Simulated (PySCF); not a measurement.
CH8ClN3Si, SMILES NC[Si](N)(N)Cl.

Geometry optimised at B3LYP-D3(BJ)/def2-SVP. This is a generated structure with no PubChem entry under its InChIKey; it may be hypothetical. One conformer was computed; it need not be the lowest.

Computed with B3LYP-D3(BJ)/def2-SVP run with PySCF.

Frequencies are harmonic and unscaled.

Computed harmonic wavenumbers and intensities:
```tsv
mode	ν (cm⁻¹)	IR (km/mol)	moving atoms (share of kinetic energy)
1	81	0.8	N 55 %, H 25 %, Cl 12 %
2	137	3.4	N 55 %, Cl 21 %, H 18 %
3	149	10.3	H 42 %, N 38 %, C 14 %
4	208	6.9	N 41 %, H 30 %, Cl 18 %, Si 8 %
5	234	18.5	H 54 %, N 32 %
6	237	21.8	H 68 %, N 14 %, Cl 9 %
7	262	115.0	H 70 %, N 18 %
8	269	24.0	H 49 %, N 22 %, Si 12 %, Cl 10 %
9	328	52.9	H 87 %
10	371	23.3	H 84 %, N 13 %
11	395	7.7	N 40 %, Si 27 %, H 17 %, C 14 %
12	445	97.3	H 62 %, N 25 %, Cl 10 %
13	477	151.2	Cl 35 %, Si 31 %, H 19 %, N 10 %
14	660	24.8	C 42 %, H 32 %, Si 16 %, N 9 %
15	731	3.9	H 69 %, C 23 %
16	790	14.5	H 49 %, N 43 %
17	821	108.9	H 60 %, N 19 %, Si 15 %
18	877	281.9	H 36 %, N 32 %, Si 31 %
19	921	132.7	N 36 %, Si 34 %, H 28 %
20	936	128.6	H 53 %, N 27 %, Si 15 %
21	1082	12.0	H 91 %
22	1086	10.8	C 40 %, H 33 %, N 27 %
23	1271	2.1	H 72 %, C 25 %
24	1374	0.1	H 82 %, N 10 %
25	1426	4.2	H 93 %
26	1523	63.2	H 89 %, N 11 %
27	1541	54.8	H 89 %, N 11 %
28	1644	16.1	H 93 %
29	3015	23.9	H 95 %
30	3065	15.8	H 91 %, C 9 %
31	3472	0.9	H 96 %
32	3544	1.6	H 92 %, N 8 %
33	3558	21.1	H 96 %
34	3587	33.0	H 96 %
35	3650	21.6	H 91 %, N 9 %
36	3690	35.3	H 91 %, N 9 %
```
